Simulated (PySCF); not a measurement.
SiH₂Cl₂, SMILES [SiH2](Cl)Cl. The structure is a stationary point at B3LYP-D3(BJ)/def2-TZVP. The isomer is the one that the SMILES or the coordinates give; other isomers of the formula were not compared.

TDDFT-PBE/def2-SVPD (PySCF 2.14.0) puts the lowest singlet excitations at 6.72, 6.94, 7.23, 7.28, 7.29, 7.46 eV.

Q: What are the lowest excitation roots from ADC(2)/aug-cc-pVDZ in PySCF 2.14.0? (An estimate is asked for; the answer gives what the named calculation found.)

A: 7.92, 8.04, 8.30, 8.50, 8.52, 8.62 eV. S1 differs by 1.20 eV (second minus first; roots are paired by order, and the bases may differ).
